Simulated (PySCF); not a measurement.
Calculations on B2H8P2, in the order of a workflow; each names the level of the geometry that it ran on. Settings lines and outputs come from a driver script.

Compound: (H2B-mu-PH2)2.
Bonds: B1–P4, B1–P8, P4–B5, B5–P8. Hydrogens: H2, H3 on B1; H9, H10 on P4; H6, H7 on B5; H11, H12 on P8.

Step 1: PBE0-D3(BJ)/def2-SVP geometry optimisation, gas phase (PySCF 2.14.0) (from the GFN2-xTB geometry)
```json
{"job": {"xc": "PBE0", "basis": "def2-SVP", "d3": "d3bj", "grid": 1, "maxiter": 40, "shake": 0.03, "kind": "geom"}, "charge": 0, "multiplicity": 1}
```
```
step   0  E = -736.62479024  max force = 0.038787
step   1  E = -736.63927380  max force = 0.012822
step   2  E = -736.64087263  max force = 0.004312
step   3  E = -736.64110610  max force = 0.001952
step   4  E = -736.64115092  max force = 0.000851
step   5  E = -736.64116191  max force = 0.000346
optimisation converged
```

Final energy -736.64116 Eh after 5 steps; dipole 0.08 D. Energies in Eh; «max force» is the largest Cartesian gradient component in Eh/bohr.

Time: 22 s; peak memory 0.40 GiB. Hardware: Arm Neoverse V1, one thread, on a shared host.

Step 2: TDDFT PBE0/def2-SVPD, vertical, gas phase, core orbitals frozen in the response (PySCF 2.14.0, density-fitted response routines) (on the PBE0-D3(BJ)/def2-SVP geometry)
```json
{"job": {"kind": "uv", "xc": "PBE0", "basis": "def2-SVPD", "ip": true, "nstates": 10}, "charge": 0, "multiplicity": 1}
```
```
...
Static polarisability (au): isotropic 83.861, principal 69.293 85.796 96.495
Singlet excitations
state   eV       nm        f      main configurations
  1   5.9640    207.9   0.00000   H->L 0.98
  2   6.4782    191.4   0.00435   H->L+2 0.94
  3   6.4863    191.1   0.00019   H->L+1 0.94
  4   6.7278    184.3   0.00000   H-1->L 0.98
  5   6.8571    180.8   0.00000   H->L+3 0.96
  6   7.1051    174.5   0.00031   H-2->L 0.97
  7   7.1851    172.6   0.00000   H-2->L+1 0.90
  8   7.4808    165.7   0.00031   H-2->L+2 0.59, H-1->L+1 0.39
  9   7.5081    165.1   0.00034   H-3->L 0.95
 10   7.5441    164.3   0.00003   H-1->L+2 0.86
Triplet excitations (Tamm-Dancoff, eV): 5.4331 5.7460 6.2171 6.3518
Vertical ionisation energy (delta-SCF) = 9.5253 eV
```

HOMO -7.66 eV, LUMO -0.40 eV; lowest singlet 5.96 eV; lowest triplet 5.43 eV (Tamm–Dancoff); mean polarisability 83.9 au.

Hardware: an Arm Neoverse V1 with one thread, shared host. Cost: 67 s wall (with the writing of density and orbital grids), 0.71 GiB resident at most.

Step 3: delta-SCF UKS SCAN, pcX-2 on the ionised atom, pcseg-1 elsewhere, spin-free X2C (PySCF 2.14.0) (on the PBE0-D3(BJ)/def2-SVP geometry)
```json
{"job": {"kind": "xps", "metal_2p": true}, "charge": 0, "multiplicity": 1}
```
```
...
ground state, core basis on atom 0 (B), 135 functions
  E(ground) = -738.71793466 Eh
hole in B 1s of atom 0
  E(ion) = -731.57756731 Eh   <S^2> = 0.7821   hole on atom = 1.000   binding energy = 194.299 eV
ground state, core basis on atom 3 (P), 146 functions
  E(ground) = -738.80995158 Eh
hole in P 1s of atom 3
  E(ion) = -659.78103507 Eh   <S^2> = 0.7521   hole on atom = 1.000   binding energy = 2150.486 eV
hole in P 2p of atom 3
  E(ion) = -733.76972953 Eh   <S^2> = 0.7543   hole on atom = 1.002   binding energy = 137.151 eV
  2p3/2 = 136.916 eV   2p1/2 = 137.807 eV
```

B1s of B1 194.30 eV; P1s of P4 2150.49 eV; P2p of P4 137.21 eV (mean of the 2p shell); one atom stands for each set of equivalent ones. SCF cycles are left out; they run on a coarse grid, and E(ground) and E(ion) are re-evaluated on a finer one. For a 2p shell the printed binding energy is that of one 2p hole without spin–orbit coupling; the 2p3/2 and 2p1/2 values follow from a further step that adds the ground-state splitting of the three 2p orbitals and a mean-field spin–orbit operator, and the shell mean corrects the one hole to the average of the three. The log counts atoms from 0, this text from 1.

The run took 14 s wall on an Arm Neoverse V1 with one thread, no GPU, shared host with 32 logical CPUs at a one-minute load of 10, and the process peaked at 0.46 GiB of memory.

Geometry of the electronic-property runs (PBE0-D3(BJ)/def2-SVP):
```
atom  x, y, z in Å
B1    -1.4141    0.0766   -0.1619
H2    -1.8778    0.7842   -1.0342
H3    -2.2277   -0.5194    0.5125
P4    -0.0338    1.0322    0.8885
B5     1.4359   -0.0714    0.1493
H6     1.9737   -0.7560    0.9958
H7     2.1890    0.5554   -0.5671
P8     0.0482   -1.0629   -0.8597
H9    -0.1784    0.9917    2.2968
H10    0.0538    2.4292    0.6756
H11   -0.0438   -2.4474   -0.5766
H12    0.1906   -1.0951   -2.2680
```

One conformer stands for the species.
